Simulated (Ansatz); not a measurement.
A nudged elastic band was laid between two geometries of C2H4AlB (8 atoms, charge 0, multiplicity 1).

Computed with Ansatz 0.2.0, RKS B3LYP-D4/def2-SVP.

* movable images: 5
* climbing image: yes
* spring: 5.0 eV/Å²
* optimiser: quadratic models (default)
* start path: IDPP
* force threshold: 0.05 eV/Å
* iteration limit: 60
* end points: relaxed

Initial state:

```xyz
8
Properties=species:S:1:pos:R:3
B -0.981 1.624 -0.669
Al 0.721 0.401 -0.374
C 0.517 -1.258 0.570
C 0.358 -2.309 1.175
H -1.699 1.525 -1.639
H -1.317 2.480 0.118
H 2.177 0.772 -0.889
H 0.223 -3.234 1.707
```

Final state:

```xyz
8
Properties=species:S:1:pos:R:3
B -0.981 1.624 -0.671
Al 0.720 0.400 -0.373
C 0.518 -1.258 0.574
C 0.359 -2.309 1.179
H -1.316 2.483 0.113
H -1.698 1.524 -1.642
H 2.175 0.771 -0.890
H 0.225 -3.234 1.711
```

(1) What changes between the two ends?

(2) Give the energies along the band, and the barrier.

(3) What is the geometry of the highest image?

(4) What are the harmonic wavenumbers there?

The band took 6 iterations and of the order of 80 core-seconds.

Answers

(1) No bond is made or broken. The dihedral H6–B1–Al2–C3 goes from 90 to -90°. The two ends are copies of one structure, up to a mirror image or an exchange of like atoms.

(2) The forces met the threshold. The highest image is number 3 of 0 to 6, 0.140 eV above the ends, which have the same energy within 2 meV. A vibrational analysis at the climbing image gives one clearly imaginary mode, 204i cm⁻¹: a first-order saddle point.

```tsv
image	path coordinate (Å)	energy (eV)	dihedral H6–B1–Al2–C3 (°)
0	0.00	0.000	90
1	0.70	0.033	61
2	1.40	0.103	31
3	2.10	0.140	0
4	2.80	0.103	-31
5	3.49	0.033	-61
6	4.19	0.000	-90
```

(3) 
```xyz
8
Properties=species:S:1:pos:R:3:forces:R:3
B -1.100 1.526 -0.821 0.01 -0.01 0.00
Al 0.516 0.109 -0.717 0.00 0.00 0.00
C 0.635 -1.102 0.769 0.00 0.00 0.00
C 0.698 -1.867 1.722 0.01 0.00 0.00
H -1.215 2.307 -1.737 0.00 0.01 -0.01
H -1.952 1.593 0.034 -0.01 0.00 0.00
H 1.660 -0.023 -1.807 0.00 0.00 0.00
H 0.759 -2.543 2.557 -0.01 0.00 0.00
```

(4) 204i, 111, 192, 274, 419, 502, 572, 605, 716, 720, 768, 827, 1153, 1926, 2101, 2557, 2645, 3448 cm⁻¹.

The run took 85 s on 1 thread of Arm Neoverse V2, with other jobs on the host, peak memory 0.14 GiB.
